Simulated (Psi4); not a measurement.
CHN, charge +1, doublet, geometry from GFN2-xTB (a state made from the parent by changing its charge; the spin is typed, not shown lowest). Base run: Psi4 1.11 with PBE/pcseg-1.

Here is a job for Psi4.
```
memory 2 GB

molecule {
1 2
  C    -0.00000000   -0.00000000   -0.48313248
  N     0.00000000    0.00000000    0.64166810
  H    -0.00000000   -0.00000000   -1.59288180
}

set basis pcseg-1
set reference uks

energy('pbe')
print_variables()
```

Each row names what was changed in the base input (with any setting that the change needs).

```json
[
 {"change": "base", "ΔE vs base (mEh)": "0.000", "point group used": "c2v", "SCF cycles": "12"},
 {"change": "jitter_ang = 0.002", "ΔE vs base (mEh)": "-3.105", "point group used": "cs", "SCF cycles": "15"},
 {"change": "symmetry = cs", "ΔE vs base (mEh)": "0.000", "point group used": "cs", "SCF cycles": "12"},
 {"change": "molecule keys = symmetry c1", "ΔE vs base (mEh)": "0.000", "point group used": "c1", "SCF cycles": "12"},
 {"change": "molecule keys = no_reorient", "ΔE vs base (mEh)": "0.000", "point group used": "c2v", "SCF cycles": "12"},
 {"change": "symmetry = c2", "ΔE vs base (mEh)": "0.000", "point group used": "c2", "SCF cycles": "12"},
 {"change": "molecule keys = symmetry c1, no_reorient, no_com", "ΔE vs base (mEh)": "0.000", "point group used": "c1", "SCF cycles": "12"}
]
```

Open shells are given as the SCF converged; they aren't shown to be the lowest states, and a large step between rows can be another state.
